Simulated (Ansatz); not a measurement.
C₂H₆O₂Si (`COC1O[SiH2]1`), charge 0, multiplicity 1.

(1) Give a relaxed structure at PBE0-D4/def2-TZVP (the Gaussian-basis code of Ansatz). (An estimate is asked.)

## Answers

(1) Ansatz gave: 
```xyz
11

C     0.310    1.012    1.542
O     0.444    0.886    0.138
C    -0.454    0.012   -0.405
O    -0.173   -1.405   -0.131
Si    0.036   -1.095   -1.754
H     0.527    0.064    2.043
H     1.024    1.768    1.864
H    -0.704    1.335    1.808
H    -1.494    0.243   -0.155
H    -0.936   -1.719   -2.680
H     1.421   -1.103   -2.271
```
This is one stationary point; other conformers may exist.
